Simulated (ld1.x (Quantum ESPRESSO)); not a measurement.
**C (Z = 6): ultrasoft pseudisation with LDA (PZ), scalar-relativistic reference atom.**

carbon (C), ultrasoft, made with ld1.x (Quantum ESPRESSO) 7.5 (LDA (PZ), scalar-relativistic). Core [He], reference 2s2 2p1 (charge +1). Waves: 2s (bound): rcut 0.70, rcutus 0.95 bohr; 2s channel at -1.05 Ry: rcut 0.70, rcutus 0.95 bohr; 2p (bound): rcut 1.10, rcutus 1.55 bohr; 2p channel at 0.7 Ry: rcut 1.10, rcutus 1.55 bohr; 3d channel at 0.5 Ry: rc 1.35 bohr. Local part: the d channel. Core correction: a·sin(br)/r model core inside 0.94 bohr. Augmentation charge: built from norm-conserving waves at rcut, not smoothed further.

- Cutoffs needed: 35 Ry and 45 Ry (the cutoffs (Ry, on a coarse ladder) from which the occupation-weighted sum of valence levels, in a spherical-Bessel basis at the reference potential, stays within 10 and 1 mRy of its value at 400 Ry)
- Ghost test: no extra level below or beside the all-electron valence levels (s, p, d, f tested) (spherical-Bessel basis up to 400 Ry, 20 bohr box)
- Largest excitation error: +171 meV (all-electron minus pseudo) for 2s1 2p0, out of 7 test configurations
- Lowest eigenvalue of the overlap operator: 0.50 (s channel)
